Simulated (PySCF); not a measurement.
C4H8Si, SMILES C#CC[SiH2]C. Coordinates come from a B3LYP-D3(BJ)/def2-SVP optimisation. One conformer was computed; it need not be the lowest.

Computed equilibrium geometry at B3LYP-D3(BJ)/def2-SVP (PySCF confirms it by a frequency run) as Cartesian coordinates in Å, and its point group (one conformer of several):
point group Cs.
```xyz
13

C      0.2509     2.9610     0.0000
C     -0.2635     1.8631     0.0000
C     -0.8222     0.5206     0.0000
Si     0.5309    -0.8273     0.0000
C     -0.2721    -2.5323     0.0000
H      0.6958     3.9375     0.0000
H     -1.4652     0.3671    -0.8852
H     -1.4652     0.3671     0.8852
H      1.3800    -0.6480     1.2129
H      1.3800    -0.6480    -1.2129
H     -0.9043    -2.6708     0.8920
H      0.4913    -3.3267     0.0000
H     -0.9043    -2.6708    -0.8920
```
